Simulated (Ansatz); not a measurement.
Born–Oppenheimer molecular dynamics of CH8BNO (12 atoms, charge 0, multiplicity 1). It starts at the highest image of a converged band. Of that band: The profile has 4 maxima (images 1, 3, 5, 7) with wells between them (images 2, 4, 6): this band takes more than one step, which may be the mechanism or a detour left from its start path. A structure lower than the first end lies on the path between it and the top, so the climb from that side starts below the end, which may itself be a saddle point or a shallow side well. Neighbouring images differ by up to 1.5 eV, so the band resolves the path poorly. A vibrational analysis at the climbing image gives one clearly imaginary mode, 1801i cm⁻¹: a first-order saddle point.

Level of theory: RHF/6-31G* in Ansatz 0.2.0.

```
ensemble                      : NVE (velocity Verlet)
time step                     : 0.5 fs
steps asked                   : 200
starting velocities drawn for : 100 K
seed                          : 9136
```

First frame:

```xyz
12
Properties=species:S:1:pos:R:3
B 0.016 0.435 0.067
O -0.002 -0.331 1.507
H -0.800 -0.818 1.672
H 1.079 0.227 -0.445
C -1.306 0.108 -0.780
H -2.230 0.309 -0.232
H -1.342 0.707 -1.688
H -1.337 -0.933 -1.093
N -0.022 1.811 0.853
H 0.811 2.366 0.836
H -0.820 2.400 0.717
H -0.081 0.822 1.728
```

Problem. What does the run give?

Solution. All steps were run.

```json
{
  "steps done": "200",
  "time covered": "100 fs",
  "mean temperature over the second half": "795 K",
  "spread of the potential energy over the second half": "10.6 meV per atom",
  "mean potential energy of the second half above the start": "-75.0 meV per atom"
}
```

The conserved energy stayed within 0.45 meV per atom of its start (net change -0.086 meV per atom), so the integration is sound. The kinetic energy rose, since the run started high on the potential surface and went downhill. It ends in pieces (CH5BO + H3N), so much of that is their flight and rotation, not heat. A run of 0.1 ps of so small a system gives no equilibrium averages. The orbitals stay closed-shell, which can raise the energy where a bond breaks towards radicals; this wasn't checked here.

Problem. What happens to the structure?

Solution. Between its relaxed ends the band would form B1–N9, O2–H12 and break B1–O2, N9–H12. These pairs go: B1–N9 1.59 → 3.96 Å, O2–H12 1.18 → 4.98 Å, B1–O2 1.63 → 1.34 Å, N9–H12 1.32 → 1.03 Å. In the last frame they stand as before the step (other bonds may differ from the relaxed reactants and products). It ends as CH5BO + H3N. Pairs count as bonded within 1.25 times the sum of covalent radii (0.12 Å more for H–H). Another seed would give other details.

Problem. How do temperature and energy run in time?

Solution. 
| time (fs) | T (K) | potential energy less start (eV) | conserved less start (meV/atom) |
| --- | --- | --- | --- |
| 0 | 100 | 0.000 | 0.00 |
| 3 | 58 | 0.055 | 0.08 |
| 6 | 72 | 0.037 | 0.07 |
| 9 | 208 | -0.138 | 0.11 |
| 12 | 531 | -0.558 | -0.10 |
| 15 | 749 | -0.841 | -0.26 |
| 18 | 678 | -0.745 | 0.15 |
| 21 | 977 | -1.138 | -0.37 |
| 24 | 904 | -1.044 | -0.38 |
| 27 | 613 | -0.661 | 0.19 |
| 30 | 865 | -0.993 | -0.29 |
| 33 | 915 | -1.058 | -0.37 |
| 36 | 628 | -0.681 | 0.16 |
| 39 | 747 | -0.838 | -0.16 |
| 42 | 814 | -0.927 | -0.37 |
| 45 | 550 | -0.579 | 0.20 |
| 48 | 802 | -0.910 | -0.19 |
| 51 | 933 | -1.081 | -0.35 |
| 54 | 666 | -0.729 | 0.17 |
| 57 | 779 | -0.880 | -0.16 |
| 60 | 842 | -0.964 | -0.34 |
| 63 | 635 | -0.690 | 0.14 |
| 66 | 842 | -0.959 | -0.02 |
| 69 | 910 | -1.050 | -0.26 |
| 72 | 628 | -0.681 | 0.13 |
| 75 | 755 | -0.847 | -0.06 |
| 78 | 1007 | -1.177 | -0.39 |
| 81 | 761 | -0.852 | 0.13 |
| 84 | 833 | -0.949 | -0.08 |
| 87 | 841 | -0.961 | -0.29 |
| 90 | 625 | -0.677 | 0.12 |
| 93 | 822 | -0.934 | -0.01 |
| 96 | 963 | -1.119 | -0.29 |
| 99 | 702 | -0.778 | 0.07 |

The run took 3.9 min on 1 thread of Arm Neoverse V2, with other jobs on the host, peak memory 0.15 GiB.
